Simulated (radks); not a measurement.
Values are calculated unless marked as measured or tabulated.
The lutetium ion Lu+ inside a hard spherical wall (all orbitals vanish at R), configuration held at [Xe] 4f14 6s2 and not refilled when levels cross. Code: a radial shooting solver on a logarithmic mesh with Libxc functionals. Model: scalar-relativistic Kohn-Sham, PBEsol, spin-polarised, spherical densities, finite nucleus; Fermi nuclear charge, rms radius 5.37 fm. Eigenvalues in eV for spin up, with the zero of energy where the potential of the charges vanishes at infinity; a dash marks a level that is unbound or too diffuse for the functional's potential to be trusted. A positive occupied level is held by the wall or, in an anion where self-interaction has pushed it up, behind a barrier. The pressure on the wall is -dE/dV.

R (bohr)  E (hartree)  kinetic (hartree)    e(5s)    e(5p)    e(4f)    e(6s)  e(5d, empty)  e(6p, empty)  pressure (GPa)
free      -14556.8170          15900.033  -70.013  -40.475  -18.543  -11.086        -9.237        -6.554               0
20        -14556.8170          15900.033  -70.013  -40.475  -18.543  -11.086        -9.237        -6.554        < 0.0001
12        -14556.8170          15900.033  -70.013  -40.474  -18.543  -11.085        -9.237        -6.551        0.000132
7         -14556.8077          15900.117  -69.682  -40.151  -18.212  -10.775        -8.945        -5.781           0.612
6         -14556.7813          15900.291  -69.131  -39.618  -17.660  -10.128        -8.433        -4.521            3.05
5         -14556.6863          15900.783  -67.928  -38.468  -16.442   -8.232        -7.184        -1.247            15.8
3.5       -14555.8237          15904.415  -62.817  -33.603  -10.902    5.112        -0.422        18.343             282
2.5       -14551.4524          15921.506  -48.773  -18.559    5.786   55.343        21.722        80.975            3890
1.5       -14502.2672          16082.493   53.592   102.72   97.745   405.66        177.55        464.67          161000
